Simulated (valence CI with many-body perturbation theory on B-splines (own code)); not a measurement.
**Sr¹⁷⁺: E2, M1 decay**

Computed by configuration interaction combined with many-body perturbation theory (CI+MBPT): three valence electrons over a frozen Dirac-Fock core [Ar], radial functions for each j: 7 s, 7 p, 8 d, 6 f, 4 g, 1 h, with the one-electron correlation potential Σ1 (screened to all orders), the two-electron term Σ2, the three-electron term Σ3, Breit, model QED; selected single and double excitations, second order for the rest, scaled by the run's own slope (own B-spline code, finite nucleus).

No measured levels were compared; by estimate terms of the open shell hold to 2 to 4 % of their energy, and close levels can change places. Only levels of the ground parity were solved; by the run's estimate the other parity begins above the list, which can be wrong where configurations are misplaced.

Lines 1 to 50 of 69 in falling wavelength, among levels below 194920 cm⁻¹, chosen from the decays that carry over 1 % of a level's rate. Wavelengths and rates use the calculated energies, so an error of 2000 cm⁻¹ moves a line at 4470 Å by 8.9 % and its rate by three times that or more. Electric multipoles are in the length gauge, E1 and E2 with the static RPA response of the core. Weak lines are less certain than strong ones. Lines between different terms over intervals too small for the method are left out, as are lines whose strength nearly cancels. The highest levels of a list are the least certain. Branching is blank where the lifetime is uncertain.

Names give the largest LS component (configuration and term), which can be under half, so a name can repeat, a term be missing and a line seem to break the LS rules; names also repeat where a configuration has a term twice. Letters in brackets count levels of one name in rising energy.

| λ vac (Å) | Upper | Lower | Type | A (s⁻¹) | Branch % |
| --- | --- | --- | --- | --- | --- |
| 37270 | 3d3 4P_1/2 | 3d3 4P_3/2 | M1 | 6.46e-01 | 8.2 |
| 11650 | 3d3 4F_5/2 | 3d3 4F_3/2 | M1 | 2.62e+01 | 100.0 |
| 11520 | 3d3 4F_9/2 | 3d3 4F_7/2 | M1 | 1.66e+01 | 100.0 |
| 10970 | 3d3 4F_7/2 | 3d3 4F_5/2 | M1 | 3.14e+01 | 100.0 |
| 6454 | 3d3 4P_5/2 | 3d3 4P_3/2 | M1 | 4.23e+01 | 71.5 |
| 6176 | 3d3 2D_5/2 [a] | 3d3 2D_3/2 [a] | M1 | 3.48e+01 | 7.5 |
| 4794 | 3d3 2P_3/2 | 3d3 2P_1/2 | M1 | 6.14e+01 | 10.6 |
| 4470 | 3d3 2D_3/2 [a] | 3d3 4P_1/2 | M1 | 4.15e+01 | 6.5 |
| 4452 | 3d3 2H_11/2 | 3d3 2G_9/2 | M1 | 5.75e+01 | 80.2 |
| 4014 | 3d3 2H_9/2 | 3d3 2G_9/2 | M1 | 1.19e+02 | 36.9 |
| 3991 | 3d3 2D_3/2 [a] | 3d3 4P_3/2 | M1 | 1.51e+02 | 23.6 |
| 3885 | 3d3 2P_3/2 | 3d3 2D_3/2 [a] | M1 | 1.50e+02 | 25.9 |
| 3883 | 3d3 2D_5/2 [a] | 3d3 4P_5/2 | M1 | 2.29e+01 | 5.0 |
| 3670 | 3d3 2P_1/2 | 3d3 4P_1/2 | M1 | 2.10e+02 | 95.8 |
| 3538 | 3d3 2H_9/2 | 3d3 2G_7/2 | M1 | 1.16e+02 | 35.8 |
| 2873 | 3d3 2F_5/2 | 3d3 2D_5/2 [a] | M1 | 4.57e+00 | 2.3 |
| 2833 | 3d3 2P_3/2 | 3d3 4P_5/2 | M1 | 1.31e+02 | 22.7 |
| 2763 | 3d3 2G_9/2 | 3d3 4F_9/2 | M1 | 1.48e+02 | 61.3 |
| 2544 | 3d3 4P_3/2 | 3d3 4F_5/2 | M1 | 2.95e+01 | 31.3 |
| 2424 | 3d3 2D_5/2 [a] | 3d3 4P_3/2 | M1 | 1.27e+01 | 2.8 |
| 2408 | 3d3 2G_7/2 | 3d3 4F_7/2 | M1 | 9.45e+01 | 38.5 |
| 2229 | 3d3 2G_9/2 | 3d3 4F_7/2 | M1 | 9.31e+01 | 38.6 |
| 2189 | 3d3 4P_5/2 | 3d3 4F_7/2 | M1 | 9.60e+00 | 16.2 |
| 2088 | 3d3 4P_3/2 | 3d3 4F_3/2 | M1 | 6.45e+01 | 68.5 |
| 1977 | 3d3 4P_1/2 | 3d3 4F_3/2 | M1 | 6.82e+00 | 87.0 |
| 1977 | 3d3 4P_1/2 | 3d3 4F_3/2 | E2 | 3.09e-01 | 3.9 |
| 1975 | 3d3 2G_7/2 | 3d3 4F_5/2 | M1 | 1.50e+02 | 60.9 |
| 1969 | 3d3 2P_3/2 | 3d3 4P_3/2 | M1 | 6.04e+00 | 1.0 |
| 1825 | 3d3 4P_5/2 | 3d3 4F_5/2 | M1 | 6.98e+00 | 11.8 |
| 1705 | 3d3 2H_11/2 | 3d3 4F_9/2 | M1 | 1.42e+01 | 19.8 |
| 1688 | 3d3 2F_7/2 | 3d3 2G_9/2 | M1 | 1.33e+01 | 5.1 |
| 1651 | 3d3 2F_5/2 | 3d3 4P_5/2 | M1 | 2.57e+01 | 13.2 |
| 1636 | 3d3 2H_9/2 | 3d3 4F_9/2 | M1 | 4.61e+01 | 14.2 |
| 1626 | 3d3 2D_5/2 [b] | 3d3 2F_5/2 | M1 | 2.46e+02 | 16.8 |
| 1598 | 3d3 2F_7/2 | 3d3 2G_7/2 | M1 | 9.07e+01 | 34.6 |
| 1575 | 3d3 2D_3/2 [b] | 3d3 2F_5/2 | M1 | 1.70e+02 |  |
| 1572 | 3d3 2D_5/2 [b] | 3d3 2F_7/2 | M1 | 1.53e+02 | 10.4 |
| 1554 | 3d3 2D_3/2 [a] | 3d3 4F_5/2 | M1 | 2.80e+02 | 43.7 |
| 1545 | 3d3 2F_5/2 | 3d3 2G_7/2 | M1 | 5.71e+01 | 29.4 |
| 1433 | 3d3 2H_9/2 | 3d3 4F_7/2 | M1 | 4.19e+01 | 13.0 |
| 1400 | 3d3 2D_5/2 [a] | 3d3 4F_7/2 | M1 | 3.28e+02 | 71.1 |
| 1371 | 3d3 2D_3/2 [a] | 3d3 4F_3/2 | M1 | 1.64e+02 | 25.7 |
| 1315 | 3d3 2F_5/2 | 3d3 4P_3/2 | M1 | 1.17e+01 | 6.0 |
| 1285 | 3d3 2P_1/2 | 3d3 4F_3/2 | M1 | 7.52e+00 | 3.4 |
| 1241 | 3d3 2D_5/2 [a] | 3d3 4F_5/2 | M1 | 5.26e+01 | 11.4 |
| 1153 | 3d3 2D_5/2 [b] | 3d3 2P_3/2 | M1 | 4.28e+01 | 2.9 |
| 1127 | 3d3 2D_3/2 [b] | 3d3 2P_3/2 | M1 | 1.62e+01 |  |
| 1122 | 3d3 2D_5/2 [a] | 3d3 4F_3/2 | M1 | 9.61e+00 | 2.1 |
| 1110 | 3d3 2P_3/2 | 3d3 4F_5/2 | M1 | 1.61e+02 | 27.7 |
| 1048 | 3d3 2F_7/2 | 3d3 4F_9/2 | M1 | 1.13e+02 | 43.2 |
